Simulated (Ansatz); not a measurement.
AlH₂Br. The state is a singlet with charge 0. Geometry B3LYP-D4/def2-TZVP.

```xyz
4

Al    0.045   -0.173    0.096
H    -1.047   -0.787    1.042
H     1.460   -0.801   -0.163
Br   -0.458    1.761   -0.975
```

(1) Estimate the orbital energies around the gap (eV) in Ansatz with PBE-D4/def2-SVP, revPBE-D4/def2-TZVP, BLYP-D4/def2-TZVP, r2SCANh-D4/def2-TZVP, PBE0-D4/def2-SVP.

Results:

(1) 
```csv
orbital,PBE-D4/def2-SVP,revPBE-D4/def2-TZVP,BLYP-D4/def2-TZVP,r2SCANh-D4/def2-TZVP,PBE0-D4/def2-SVP
HOMO−13,-70.10,-69.90,-70.07,-73.57,-74.93
HOMO−12,-69.92,-69.69,-69.88,-73.39,-74.78
HOMO−11,-69.81,-69.59,-69.78,-73.29,-74.68
HOMO−10,-67.42,-67.44,-67.38,-70.59,-72.43
HOMO−9,-67.39,-67.41,-67.36,-70.57,-72.40
HOMO−8,-67.35,-67.38,-67.32,-70.53,-72.37
HOMO−7,-67.26,-67.30,-67.25,-70.46,-72.27
HOMO−6,-67.25,-67.30,-67.25,-70.46,-72.27
HOMO−5,-19.01,-19.02,-18.94,-20.67,-21.31
HOMO−4,-10.62,-10.61,-10.53,-11.57,-12.14
HOMO−3,-8.30,-8.30,-8.19,-9.16,-9.60
HOMO−2,-8.03,-8.05,-7.96,-8.93,-9.41
HOMO−1,-7.47,-7.53,-7.39,-8.37,-8.73
HOMO,-6.90,-6.99,-6.87,-7.80,-8.19
LUMO,-2.46,-2.40,-2.39,-1.92,-1.73
LUMO+1,-0.60,-0.75,-0.80,-0.12,0.24
LUMO+2,0.48,0.26,0.27,0.96,1.23
LUMO+3,1.72,1.60,1.68,2.33,2.44
LUMO+4,1.91,2.15,2.06,3.00,2.70
LUMO+5,6.01,2.82,2.84,3.43,7.11
```
